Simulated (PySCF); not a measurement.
## Gas-phase thermal properties of ICl

Energies from PySCF (xtb for GFN2), thermal terms from the rigid-rotor harmonic-oscillator model, ideal gas at 1 bar. All species are closed-shell singlets. I: scalar-relativistic def2 core potential, no spin-orbit coupling. The harmonic model lacks anharmonicity and excited electronic states, which grow with temperature; levels with a mode under 35 cm⁻¹ are left out.

| level | point group | σ | ZPE (kJ/mol) | S°298 (J/mol/K) | Cp298 (J/mol/K) | S°1000 (J/mol/K) | H1000 − H298 (kJ/mol) |
|---|---|---|---|---|---|---|---|
| GFN2-xTB | C∞v | 1 | 2.2 | 247.6 | 35.6 | 292.0 | 25.8 |
| PBE/def2-SVP | C∞v | 1 | 2.2 | 248.3 | 35.6 | 292.7 | 25.9 |
| PBE0/def2-TZVP | C∞v | 1 | 2.4 | 247.1 | 35.3 | 291.3 | 25.8 |
σ: rotational symmetry number. Electronic degeneracy used: 1. Frequencies are unscaled.
